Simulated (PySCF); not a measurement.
CuI₂, SMILES [I][Cu-][I], charge -1, multiplicity 1.

The structure is a stationary point at PBE-D3(BJ)/def2-SVPD. The spin state was assumed, not searched. The def2 effective core potentials stand for the cores of I; spin–orbit coupling is left out.

Method: PBE-D3(BJ)/def2-SVPD in PySCF.

Frequencies are harmonic and unscaled.

Modes within 1.5 cm⁻¹ of each other (mostly degenerate sets) share a row, with their intensities summed.

**Question.** List the normal modes with their intensities. (The exact figures need the calculation; the answer reports its results.)

**Answer.** 
| mode | ν (cm⁻¹) | IR (km/mol) | moving atoms (share of kinetic energy) |
|---|---|---|---|
| 1–2 | 56 | 1.4 | Cu 80 %, I 20 % |
| 3 | 131 | 0.0 | I 100 % |
| 4 | 271 | 20.4 | Cu 80 %, I 20 % |
